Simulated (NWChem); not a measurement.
System: CH$_{4}$OSe; SMILES CO[SeH]

The following NWChem deck was run.

```
start job
memory heap 200 mb stack 900 mb global 1100 mb
geometry units angstroms noautosym nocenter noautoz
  Se    -0.013161    -0.726063     0.053273
  H     -0.431216    -0.820654    -1.366436
  O      0.641061     0.955922    -0.029635
  C     -0.317651     1.982243     0.029037
  H     -0.961127     1.912313     0.923940
  H      0.244866     2.928306     0.069589
  H     -0.967687     1.999726    -0.865718
end
basis spherical
  * library 6-31g*
end
dft
  xc hfexch
  iterations 150
end
property
  efieldgrad
end
task dft property
```

NWChem printed, in part:

```
             Northwest Computational Chemistry Package (NWChem) 7.3.0
             --------------------------------------------------------

                             Geometry "geometry" -> ""
                             -------------------------

 Output coordinates in angstroms (scale by  1.889725989 to convert to a.u.)

  No.       Tag          Charge          X              Y              Z
 ---- ---------------- ---------- -------------- -------------- --------------
    1 Se                  34.0000    -0.01316100    -0.72606300     0.05327300
    2 H                    1.0000    -0.43121600    -0.82065400    -1.36643600
    3 O                    8.0000     0.64106100     0.95592200    -0.02963500
    4 C                    6.0000    -0.31765100     1.98224300     0.02903700
    5 H                    1.0000    -0.96112700     1.91231300     0.92394000
    6 H                    1.0000     0.24486600     2.92830600     0.06958900
    7 H                    1.0000    -0.96768700     1.99972600    -0.86571800

 Effective nuclear repulsion energy (a.u.)     185.3041891532

  xc_inp: hfexch multiplicative factor not found.
                              NWChem Property Module
                              ----------------------

  itol2e modified to match energy
  convergence criterion.

                                 NWChem DFT Module
                                 -----------------

 Summary of "ao basis" -> "ao basis" (spherical)
 ------------------------------------------------------------------------------
       Tag                 Description            Shells   Functions and Types
 ---------------- ------------------------------  ------  ---------------------
 Se                          6-31g*                 12       32   5s4p3d
 H                           6-31g*                  2        2   2s
 O                           6-31g*                  6       14   3s2p1d
 C                           6-31g*                  6       14   3s2p1d

  itol2e modified to match energy
  convergence criterion.

[...]

          -----------------------
          Electric field gradient
          -----------------------

 1 a.u. = 0.324123 10**(16) esu/cm**3  ( or statvolts/cm**2 ) = 0.97174 10**(22) v/m**2

 ------------------------------------------------------------
   Atom      X         Y         Z
 ------------------------------------------------------------
    1 Se  -0.02487  -1.37206   0.10067
 ------------------------------------------------------------

 Electric field gradient in molecular frame (a.u.)
         XX             YY             ZZ             XY             XZ             YZ
 ------------------------------------------------------------------------------------------
        4.784275      -4.222747      -0.561528      -4.555044      -2.239101      -0.550947

 Principal components (a.u.) and orientation
 of principal axis w.r.t. absolute frame                      Asymmetry parameter eta
 --------------------------------------------------------------------------------------
        7.140831      -6.458327      -0.682504                       0.808845

        0.905447       0.404932       0.127263
       -0.351402       0.883289      -0.310351
       -0.238081       0.236286       0.942065

 ------------------------------------------------------------
   Atom      X         Y         Z
 ------------------------------------------------------------
    2 H   -0.81488  -1.55081  -2.58219
 ------------------------------------------------------------

 Electric field gradient in molecular frame (a.u.)
         XX             YY             ZZ             XY             XZ             YZ
 ------------------------------------------------------------------------------------------
        0.086969       0.079566      -0.166535      -0.016452      -0.082007      -0.014741

 Principal components (a.u.) and orientation
 of principal axis w.r.t. absolute frame                      Asymmetry parameter eta
 --------------------------------------------------------------------------------------
       -0.192054       0.115101       0.076953                       0.198632

        0.285058       0.914088       0.288418
        0.069149      -0.319730       0.944982
        0.956013      -0.249431      -0.154350

 ------------------------------------------------------------
   Atom      X         Y         Z
 ------------------------------------------------------------
    3 O    1.21143   1.80643  -0.05600
 ------------------------------------------------------------

 Electric field gradient in molecular frame (a.u.)
         XX             YY             ZZ             XY             XZ             YZ
 ------------------------------------------------------------------------------------------
        0.027098      -1.968666       1.941567       0.111417       0.089884       0.017582

 Principal components (a.u.) and orientation
 of principal axis w.r.t. absolute frame                      Asymmetry parameter eta
 --------------------------------------------------------------------------------------
       -1.974907       1.945911       0.028996                       0.970636

       -0.055423       0.047129       0.997350
        0.998458       0.005828       0.055209
       -0.003210       0.998872      -0.047379

 ------------------------------------------------------------
   Atom      X         Y         Z
 ------------------------------------------------------------
    4 C   -0.60027   3.74590   0.05487
 ------------------------------------------------------------

[...]
```

Level: Hartree-Fock/6-31G* (spherical d). The geometry was optimised at PBE0/def2-SVP. NWChem prints the field gradient with the sign opposite to the second derivative of the potential.
